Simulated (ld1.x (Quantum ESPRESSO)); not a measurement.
What one change does to a pseudopotential (Ru, TM semilocal)

ruthenium (Ru), norm-conserving Troullier–Martins (semilocal form), made with ld1.x (Quantum ESPRESSO) 7.5 (PBE, scalar-relativistic). Core [Ar] 3d10, reference 4s2 4p6 4d7 5s1 5p0. Waves: 4s (bound): rc 1.15 bohr; 4d (bound): rc 2.25 bohr; 4p (bound): rc 1.85 bohr. Local part: the p channel. Core correction: none.

Occupied shells without a wave of their own: 5s. They enter only through the test configuration that unscreens the potential.

Change: wave 4d (bound): rc 2.25 bohr becomes 4d (bound): rc 2.54 bohr.

Cutoffs: the cutoffs (Ry, on a coarse ladder) from which the occupation-weighted sum of valence levels, in a spherical-Bessel basis at the reference potential, stays within 10 and 1 mRy of its value at 400 Ry; they do not see the model core or the augmentation charge, which bear on the density cutoff. Errors are all-electron minus pseudo energies relative to the spin-unpolarised reference configuration.

Q: How do hardness, ghosts and transferability respond?

A: The potential gets neither clearly harder nor softer (110 Ry and 180 Ry → 110 Ry and 180 Ry); the s channel sets the loose cutoff, while the largest relative change is in d, which becomes softer; of the 7 tests that both files solve, the error grows in 2 and shrinks in 0 by more than 15 % and 0.3 meV (median size 132.2 → 221.9 meV); neither file shows a bound ghost. A semilocal file is local in each channel, so a ghost entry of none says nothing of the separable form that plane-wave codes build from it.

```tsv
quantity	base	changed
cutoff, loose	110 Ry	110 Ry
cutoff, tight	180 Ry	180 Ry
loose cutoff by channel (10 mRy a level)	s 100 Ry, d 35 Ry, p 25 Ry	s 100 Ry, d 30 Ry, p 25 Ry
bound ghosts	none	none
largest miss of a reference level, eV	0.10	0.10
error for 4s2 4p6 4d7 5s0 5p0, meV [ΔE 7.29 eV]	-138	-137
error for 4s2 4p6 4d6 5s0 5p0, meV [ΔE 25.48 eV]	-226	-249
error for 4s2 4p6 4d5 5s0 5p0, meV [ΔE 56.10 eV]	-328	-357
error for 4s2 4p5 4d7 5s1 5p0, meV [ΔE 52.39 eV]	-132	-222
error for 4s1 4p6 4d7 5s1 5p0, meV [ΔE 82.69 eV]	-115	-223
error for 4s2 4p6 4d8 5s0 5p0, meV [ΔE -0.33 eV]	-86	-86
error for 4s2 4p6 4d7 5s0.5 5p0, meV [ΔE 2.86 eV]	-60	-60
```

Base: The 5s level has no wave, so the channel is fitted at the deeper level alone: the likely source of the large errors. Changed file: The 5s level has no wave, so the channel is fitted at the deeper level alone: the likely source of the large errors.
